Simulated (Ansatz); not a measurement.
Species, as SMILES: [BH]F (BH-F), doublet.
Atoms: B1, F2, H3. Bonds: B1-F2, B1-H3.

Basis-set convergence of the lowest harmonic wavenumber at B3LYP with Ansatz (an electronic-structure program). Each level at its own minimum, finite differences of forces, unscaled; the reference is a large set that could be run, not a limit. Cartesian d functions, on some or all atoms, in 6-31G*, 6-31G**, 6-31+G*; all else is spherical. The program fits the integrals of some runs and decomposes those of others, by size. Open shells are unrestricted. No added dispersion term, no relativity. Reference: the value in def2-QZVPPD, 998 cm⁻¹, itself unsure by roughly 2 cm⁻¹ (its mean distance from pcseg-3, def2-QZVPP, cc-pVQZ). Deviations are taken from unrounded values.

| basis | functions | lowest harmonic wavenumber (cm⁻¹) | minus reference (cm⁻¹) |
|---|---|---|---|
| STO-3G | 11 | 1127 | 128 |
| 3-21G | 20 | 1047 | 49 |
| 6-31G | 20 | 1005 | 6 |
| 6-31G* | 32 | 1027 | 29 |
| 6-31G** | 35 | 1029 | 31 |
| 6-31+G* | 40 | 997 | -2 |
| 6-311G** | 42 | 1002 | 4 |
| 6-311+G** | 50 | 987 | -11 |
| 6-311++G(2d,2p) | 64 | 995 | -3 |
| 6-311++G(3df,3pd) | 96 | 1005 | 6 |

The smallest set listed that lies within 20 cm⁻¹ of the reference with all its larger relatives (same family, alike in diffuse functions; a set with none counts only in the reference's own line) is 6-31+G* (40 functions, -2 cm⁻¹ off). Inside the window by cancellation, since a larger relative falls out: 6-31G. Inside, with no larger relative to test it: 6-311G**.
